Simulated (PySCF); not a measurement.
# Broadened absorption spectrum of C5H13NSi

Compound: C5H13NSi.
Structure used (GFN2-xTB), in Å, numbered top down from 1:
```xyz
20
C5H13NSi angstrom
C      2.264    0.814   -0.363
C      2.114   -0.569   -0.895
C      1.193   -1.445   -0.513
Si    -0.130   -1.206    0.803
N     -1.087    0.162    0.373
C     -2.038    0.706    1.307
C     -1.431    0.459   -0.994
H      1.535    1.010    0.417
H      2.130    1.540   -1.166
H      3.268    0.953    0.038
H      2.838   -0.838   -1.659
H      1.211   -2.420   -0.983
H     -0.865   -2.484    0.906
H      0.415   -0.873    2.127
H     -2.130    1.786    1.156
H     -3.034    0.260    1.187
H     -1.699    0.521    2.322
H     -1.484    1.544   -1.136
H     -0.670    0.056   -1.657
H     -2.403    0.034   -1.274
```

Method used: TDDFT PBE0/def2-SVPD, vertical, gas phase, core orbitals frozen in the response (PySCF 2.14.0, density-fitted response routines).

Broadening: Gaussians 0.25 eV wide at half height, area fixed by f = 4.319×10⁻⁹ ∫ε dν̃. The cross-section is σ = 3.8235×10⁻²¹ ε cm², given in Mb (10⁻¹⁸ cm²). The width is an assumption, not a result. The curve ends short of the highest state used, and states not computed would add to its high-energy end.

(λ (nm), σ (Mb)): (204.5, 3.57), (206.1, 3.50), (207.6, 4.49), (209.2, 6.72), (210.7, 9.31), (212.3, 11.45), (213.8, 11.99), (215.4, 10.73), (217.0, 8.20), (218.5, 5.55), (220.1, 3.17), (221.6, 1.66), (223.2, 0.73), (224.7, 0.30), (226.3, 0.10), (227.8, 0.03), (229.4, 0.01), (230.9, 0.00), (232.5, 0.00), (234.1, 0.00), (235.6, 0.00), (237.2, 0.00), (238.7, 0.00), (240.3, 0.00), (241.8, 0.00), (243.4, 0.00), (244.9, 0.00), (246.5, 0.00), (248.0, 0.01), (249.6, 0.02), (251.2, 0.05), (252.7, 0.11), (254.3, 0.21), (255.8, 0.37), (257.4, 0.59), (258.9, 0.87), (260.5, 1.20), (262.0, 1.51), (263.6, 1.80), (265.1, 1.97), (266.7, 2.04), (268.3, 1.96), (269.8, 1.78), (271.4, 1.51), (272.9, 1.23), (274.5, 0.93), (276.0, 0.67), (277.6, 0.46), (279.1, 0.30), (280.7, 0.18), (282.2, 0.11), (283.8, 0.06), (285.4, 0.03), (286.9, 0.02), (288.5, 0.01), (290.0, 0.00)

(1) Locate the maxima and give the states behind the curve.

(2) Coming from long wavelengths, where does ε first pass 100 L mol⁻¹ cm⁻¹?

(3) On this curve, what absorbance would a 10⁻³ mol/L sample give at 222 nm over a 1 cm path?

## Answers

(1) 267 nm (4.65 eV), ε about 530, made up of S1 (100%); 214 nm (5.81 eV), ε about 3100, made up of S2 (100%) (ε in L mol⁻¹ cm⁻¹; maxima over ε = 5, shares over 10%). At its high-energy end, 6.06 eV, the curve is still rising (ε about 930, from S2 and S3). The states used: S1 4.65 eV (f 0.0049); S2 5.81 eV (f 0.029); S3 6.16 eV (f 0.010); S4 6.52 eV (f 0.116); S5 6.60 eV (f 0.152); S6 6.66 eV (f 0.018).

(2) At about 278 nm (4.46 eV), 0.19 eV below S1.

(3) 222 nm is 5.585 eV, where ε is about 360 L mol⁻¹ cm⁻¹, so A = ε c l ≈ 0.36 (Beer–Lambert, with the gas-phase spectrum and the assumed width).

One conformer stands for the species.
